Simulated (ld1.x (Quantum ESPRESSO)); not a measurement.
**Which change was made? (Fe, RRKJ)**

* Element: iron (Fe)
* Generator: ld1.x (Quantum ESPRESSO) 7.5
* Type: norm-conserving RRKJ (Kleinman–Bylander form)
* Functional: LDA (PZ)
* Relativity: scalar-relativistic
* Frozen core: [Ar]
* Valence charge: 8
* Reference configuration: 3d6 4s2 4p0
* Partial waves: 4p (bound, empty): rc 2.75 bohr; 3d (bound): rc 1.90 bohr; 4s (bound): rc 2.20 bohr
* Local potential: the s channel
* Core correction: none

Cutoffs, loose and tight: the cutoffs (Ry, on a coarse ladder) from which the occupation-weighted sum of valence levels, in a spherical-Bessel basis at the reference potential, stays within 10 and 1 mRy of its value at 400 Ry. They do not see the model core or the augmentation charge, which bear on the density cutoff. Test errors are all-electron minus pseudo excitation energies from the reference, over the configurations 3d6 4s1 4p0; 3d6 4s0 4p0; 3d5 4s0 4p0; 3d6 4s0 4p2; 3d7 4s1 4p0; 3d6 4s1.5 4p0; 3d4 4s0 4p0 (two spin-polarised tests are not counted in the largest error); variants that change the core or the reference have their own tests.

The base gives: outcome: generated; cutoff, loose: 50 Ry; cutoff, tight: 70 Ry; bound ghosts: none; largest test error (meV): +165.

Q: After one change the result is: outcome: generated; cutoff, loose: 30 Ry; cutoff, tight: 45 Ry; bound ghosts: none; largest test error (meV): -1904. Which change was it?
A. wave 4s (bound): rc 2.20 bohr becomes 4s (bound): rc 2.92 bohr
B. core correction a·sin(br)/r model core inside 0.82 bohr
C. type PAW; waves now 4s (bound): rcut 1.90, rcutus 2.20 bohr; 4s channel at 0.05 Ry: rcut 1.90, rcutus 2.20 bohr; 4p (bound): rcut 2.40, rcutus 2.75 bohr; 4p channel at 0.65 Ry: rcut 2.40, rcutus 2.75 bohr; 3d (bound): rcut 1.65, rcutus 1.90 bohr; 3d channel at -0.05 Ry: rcut 1.65, rcutus 1.90 bohr; local potential all-electron potential smoothed inside 1.60 bohr (lloc = -1); core correction a·sin(br)/r model core, default radius (ld1.x builds one for every PAW set, though the input has nlcc=.false.); augmentation PSQ, inside the norm-conserving radii

A: C. The others give: wave 4s (bound): rc 2.20 bohr becomes 4s (bound): rc 2.92 bohr → outcome: generated; cutoff, loose: 50 Ry; cutoff, tight: 70 Ry; bound ghosts: none; largest test error (meV): -267 | core correction a·sin(br)/r model core inside 0.82 bohr → outcome: generated; cutoff, loose: 50 Ry; cutoff, tight: 70 Ry; bound ghosts: none; largest test error (meV): -575.
